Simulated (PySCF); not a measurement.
## Electron correlation in Al (aluminium, neutral)

[Ne] 3s1 3p1 4s1, high-spin 4P determinant (an excited configuration). All numbers are calculated (PySCF 2.14, the non-relativistic Hamiltonian (point nucleus), in aug-cc-pV(T+d)Z with one added diffuse shell each of s, p, d, f type (7s6p5d3f, 71 functions)). Frozen: [Ne]; 3 electrons correlated.

| level | correlation energy (mhartree) |
| --- | --- |
| CCSD | -10.40 |
| (T) | -0.13 |
| CCSD(T) | -10.53 |

Diagnostics: T1 = 0.024, D1 = 0.0568, largest double amplitude 0.037.

The outer electron is Rydberg-like, and this basis confines it to a smaller radius and binds it less than a complete one would.

Cost of the coupled-cluster step: of the order of 4 core-seconds, for 3 correlated electrons.
